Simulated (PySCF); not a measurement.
Compound: C10H10BN.
Atom-mapped SMILES: `[CH2:1]=[CH:2][C:3]1=[CH:4][N:5]2[CH:6]=[CH:7][CH:8]=[CH:9][B:10]2[CH:11]=[CH:12]1` (hydrogens: H13, H14 on C1; H15 on C2; H16 on C4; H17 on C6; H18 on C7; H19 on C8; H20 on C9; H21 on C11; H22 on C12)

Computed, not measured: PBE0-D3(BJ)/def2-SVP geometry optimisation, gas phase (PySCF).

Q: Give the optimised bond lengths and angles.

A: 
| bond | length (Å) |
| --- | --- |
| C1=C2 | 1.339 |
| C2–C3 | 1.464 |
| C3=C4 | 1.371 |
| C4–N5 | 1.371 |
| N5–C6 | 1.376 |
| C6=C7 | 1.362 |
| C7–C8 | 1.427 |
| C8=C9 | 1.369 |
| C9–B10 | 1.521 |
| B10–C11 | 1.524 |
| C11=C12 | 1.364 |
| C3–C12 | 1.437 |
| N5–B10 | 1.473 |
| C1–H13 | 1.093 |
| C1–H14 | 1.092 |
| C2–H15 | 1.096 |
| C4–H16 | 1.094 |
| C6–H17 | 1.093 |
| C7–H18 | 1.092 |
| C8–H19 | 1.095 |
| C9–H20 | 1.094 |
| C11–H21 | 1.094 |
| C12–H22 | 1.094 |

A selection of angles:
| angle | degrees |
| --- | --- |
| C1–C2–C3 | 127.2 |
| C2–C3–C4 | 118.0 |
| C2–C3–C12 | 122.6 |
| C4–C3–C12 | 119.4 |
| C3–C4–N5 | 123.3 |
| C4–N5–C6 | 118.9 |
| C4–N5–B10 | 120.6 |
| C6–N5–B10 | 120.5 |
| N5–C6–C7 | 122.1 |
| C6–C7–C8 | 121.4 |
| C7–C8–C9 | 120.9 |
| C8–C9–B10 | 119.3 |
| C9–B10–C11 | 129.0 |
| N5–B10–C9 | 115.8 |
| N5–B10–C11 | 115.2 |
| B10–C11–C12 | 119.8 |
| C3–C12–C11 | 121.7 |

Torsions: C1–C2–C3–C4 176° (antiperiplanar); C2–C3–C4–N5 180° (antiperiplanar); C3–C4–N5–C6 180° (antiperiplanar); C4–N5–C6–C7 180° (antiperiplanar); N5–C6–C7–C8 0° (synperiplanar); C6–C7–C8–C9 0° (synperiplanar); C7–C8–C9–B10 0° (synperiplanar); C8–C9–B10–C11 180° (antiperiplanar); C9–B10–C11–C12 180° (antiperiplanar); B10–C11–C12–C3 0° (synperiplanar); C2–C3–C12–C11 180° (antiperiplanar); C4–N5–B10–C9 180° (antiperiplanar). The mirror-image conformer, all signs reversed, is as good.

The 12 heavy atoms lie in one plane (0.018 Å rms). Of the pairs four or more bonds apart, H13···H22 is among the closest relative to their van der Waals radii: 2.13 Å, 89 % of the sum of Bondi's values. The C–C distances run from 1.339 Å (C1=C2, drawn double) to 1.464 Å (C2–C3, drawn single), a spread of 0.125 Å. N5 (ring nitrogen) is planar (angles 120.6°, 120.5° and 118.9°, sum 360.0°, 0.00 Å off the plane of its three neighbours). The 6-membered ring N5–C6–C7–C8–C9–B10 has internal angles of 115.8° to 122.1°; it is planar, 0.00 Å rms from its mean plane, widest ring torsion 0°. The 6-membered ring C3–C4–N5–B10–C11–C12 has internal angles of 115.2° to 123.3° (sum 720°, against 720° for a flat polygon); it is planar, 0.00 Å rms from its mean plane, widest ring torsion 0°. B10 (ring boron) is planar (angles 129.0°, 115.8° and 115.2°, sum 360.0°, 0.00 Å off the plane of its three neighbours).

Point group: near Cs, missed by 0.21 Å at most; the miss may be what the optimiser left on a soft mode. Not checked by PBE0-D3(BJ)/def2-SVP frequencies. The numbers are those of one conformer.
